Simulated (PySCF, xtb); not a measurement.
C3H6O2Si, SMILES C=COC(=O)[SiH3].

GFN2-xTB (xtb 6.7.1) at its own geometry gives an orbital gap of 3.20 eV and a dipole moment of 2.06 D.

Geometry: PBE0-D3(BJ)/def2-SVP. Other conformers were not sampled.

Question: What does PBE/def2-TZVP (PySCF) give? (The exact figures need the calculation; the answer reports its results.)

Answer: gap 4.18 eV (levels -6.37 and -2.19 eV), dipole 1.57 D.
